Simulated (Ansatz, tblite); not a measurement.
Forces on (BeS)3 ring (Be3S3) at its PBE-D4/def2-SVP geometry. Charge 0, multiplicity 1.

The xTB rows come from tblite.

GFN1-xTB (tblite), largest force 0.46 eV/Å:

```xyz
6
positions Å, forces eV/Å
Be    0.373    0.919   -0.995    0.122    0.300   -0.325
S    -1.492    0.743   -1.417    0.050   -0.025    0.048
Be   -1.331   -0.441    0.085   -0.434   -0.144    0.028
S    -0.581   -1.430    1.550    0.020    0.048   -0.052
Be    0.958   -0.477    0.910    0.313   -0.156    0.297
S     2.072    0.687   -0.133   -0.070   -0.023    0.004
```

GFN2-xTB (tblite), largest force 0.29 eV/Å:

```
Be -0.019 -0.046 0.050
S 0.197 -0.098 0.187
Be 0.067 0.022 -0.004
S 0.077 0.189 -0.205
Be -0.048 0.024 -0.046
S -0.274 -0.091 0.018
```

r2SCAN-D4/def2-TZVP (Ansatz), largest force 0.38 eV/Å:

```
Be -0.009 -0.023 0.024
S 0.260 -0.129 0.247
Be 0.033 0.011 -0.002
S 0.101 0.249 -0.270
Be -0.023 0.012 -0.022
S -0.361 -0.120 0.023
```
